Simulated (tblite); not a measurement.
Species: C3H8O2SSi2.
Geometry (GFN2-xTB, Å), atoms numbered from 1 in this order:
```xyz
16
C3H8O2SSi2 angstrom
C      2.9986   -0.1142   -0.3232
O      1.9922    0.0487    0.6564
C      0.7270    0.2986    0.2189
C     -0.0381    1.0920    0.9736
O     -1.3367    1.4129    0.7711
Si    -2.6404    0.5156    0.3802
Si    -1.7325   -1.2735   -0.7525
S      0.2177   -0.4783   -1.3019
H      3.9279   -0.2313    0.2304
H      3.0597    0.7608   -0.9763
H      2.8153   -1.0023   -0.9343
H      0.3914    1.5305    1.8655
H     -3.3247    0.1135    1.6154
H     -3.4170    1.4926   -0.3736
H     -1.4315   -2.4904    0.0088
H     -2.2165   -1.6664   -2.0699
```

Level: GFN2-xTB in tblite, geometry and Hessian alike; calculated harmonic values, unscaled, isolated species. This tight-binding method is rough: wavenumbers can miss measured ones by several per cent, in bad cases by 10 to 20. Modes of hydrogen on silicon can be 10 to 20 % off. One conformer, not necessarily the lowest.

Harmonic wavenumbers (cm⁻¹): 27.3, 58.3, 65.8, 153.6, 186.0, 210.4, 233.6, 326.7, 348.2, 406.5, 441.6, 452.6, 475.5, 500.1, 558.3, 563.3, 599.7, 611.6, 647.4, 717.4, 750.7, 767.7, 786.5, 796.3, 1002.4, 1109.9, 1124.5, 1171.1, 1179.6, 1254.1, 1396.5, 1456.5, 1474.1, 1667.1, 2190.4, 2219.7, 2291.7, 2306.5, 2948.2, 2961.9, 3030.9, 3040.8.

A = 2144, B = 908.3, C = 686.4 MHz; mass 163.978 u (most abundant isotopes); point group C1, symmetry number 1.

Question: What is the zero-point energy?

Answer: Half the sum of the wavenumbers: 22256 cm⁻¹ = 266.24 kJ/mol.

Question: What is S at 298.15 K and 1 bar for an ideal gas of classical rigid rotors and harmonic oscillators?

Answer: Translation 172.46, rotation 124.95, vibration 141.67: S = 439.1 J/(mol K).

Question: And Cp and H(298.15 K) − H(0)?

Answer: Cp = 175.00 J/(mol K), of which vibrations give 141.74 (their classical limit is 42 R = 349.2); H(298.15 K) − H(0) = 31.58 kJ/mol without the zero-point energy, 21.67 from vibrations.

Question: Blend soft modes into free rotors: weight 1/[1 + (100 cm⁻¹/ν̃)⁴] for the oscillator and the rest for a rotor with moment μB/(μ + B), μ = h/(8π²ν), B = 10⁻⁴⁴ kg m². What vibrational entropy results?

Answer: 126.09 J/(mol K) in place of 141.67, which changes −T·S at 298.15 K by +4.64 kJ/mol.

Question: What must be added to the electronic energy to get the Gibbs energy at 298.15 K and 1 bar?

Answer: ZPE + [H(298.15 K) − H(0)] − T·S = 266.24 + 31.58 − 130.91 = 166.91 kJ/mol.

Question: How do the functions run with temperature in this model?

Answer: 
```csv
T (K),S (J/(mol K)),Cp (J/(mol K)),H − H(0) (kJ/mol),G − H(0) (kJ/mol),ln q(vib)
150,343.8,106.7,10.46,-41.11,3.94
250,410.0,155.2,23.62,-78.88,6.88
400,495.6,209.6,51.25,-146.98,11.25
600,590.2,257.0,98.27,-255.88,16.72
900,703.5,300.5,182.49,-450.64,24.03
```

q(vib) and H(0) count from the zero-point level.

Hindered rotation and anharmonicity are outside this model. Other conformers, if any are populated, would add a mixing term that is left out. The structure is chiral; the term R ln 2 for an equal mix with its mirror image is left out.
